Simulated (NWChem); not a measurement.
System meant: CH$_{3}$ClOPb, singlet; SMILES [Pb]([O]C)[Cl]

The following NWChem deck was run.

```
start job
memory heap 200 mb stack 900 mb global 1100 mb
geometry units angstroms noautoz
  Pb     0.539122    -0.035857     0.000000
  Cl    -1.640145    -1.265921     0.000000
  O     -0.234311     1.908292     0.000000
  C     -1.561857     2.333167     0.000000
  H     -2.288166     1.498536     0.000000
  H     -1.767470     2.958824     0.889593
  H     -1.767470     2.958824    -0.889593
end
basis spherical
  Pb library def2-svp
  Cl library def2-svp
  O library def2-svp
  C library def2-svp
  H library def2-svp
end
dft
  xc xpbe96 cpbe96
  iterations 150
  mulliken
end
task dft energy
```

End of the output:

```
          Convergence Information
          -----------------------
          Convergence aids based upon iterative change in
          total energy or number of iterations.
          Levelshifting, if invoked, occurs when the
          HOMO/LUMO gap drops below (HL_TOL):  1.00D-02
          DIIS, if invoked, will attempt to extrapolate
          using up to (NFOCK): 10 stored Fock matrices.

                    Damping( 0%)  Levelshifting(0.5)       DIIS
                  --------------- ------------------- ---------------
          dE  on:    start            ASAP                start
          dE off:    2 iters        150 iters           150 iters

      Screening Tolerance Information
      -------------------------------
          Density screening/tol_rho:  1.00D-10
          AO Gaussian exp screening on grid/accAOfunc:  14
          CD Gaussian exp screening on grid/accCDfunc:  20
          XC Gaussian exp screening on grid/accXCfunc:  20
          Schwarz screening/accCoul:  1.00D-08

      Superposition of Atomic Density Guess
      -------------------------------------

      charge =      82.0 Pb (Lead)

      symmetry species            s     p     d     f
      number of basis functions =10     7     6     0
      number of cont. functions = 4     4     2     0
      number of closed shells   = 6     4     3     1
      number of open shells     = 0     1     0     0
      open shell occupation     = 0     2     0     0
 ------------------------------------------------------------------------
 atomscf:atomd: error in atom scf                   0
 ------------------------------------------------------------------------
 ------------------------------------------------------------------------
  current input line :
    24: task dft energy
 ------------------------------------------------------------------------
 ------------------------------------------------------------------------
 This error has not yet been assigned to a category
 ------------------------------------------------------------------------
 For more information see the NWChem manual at https://nwchemgit.github.io

0:atomscf:atomd: error in atom scf:Received an Error in Communication
```

Question: Can this run be used? If not, why, and what is the fix?

Answer: The program stopped with an error. Cause: the def2 basis of a heavy element holds valence functions alone and wants its effective core potential (without it all electrons must fit into that basis). This input runs:
```
start job
memory heap 200 mb stack 900 mb global 1100 mb
geometry units angstroms noautoz
  Pb     0.539122    -0.035857     0.000000
  Cl    -1.640145    -1.265921     0.000000
  O     -0.234311     1.908292     0.000000
  C     -1.561857     2.333167     0.000000
  H     -2.288166     1.498536     0.000000
  H     -1.767470     2.958824     0.889593
  H     -1.767470     2.958824    -0.889593
end
basis spherical
  * library def2-svp
end
ecp
  Pb library def2-ecp
end
dft
  xc xpbe96 cpbe96
  iterations 150
  mulliken
end
task dft energy
```
It converges to -767.74546 Ha (PBE/def2-SVP with def2 effective core potentials on Pb).
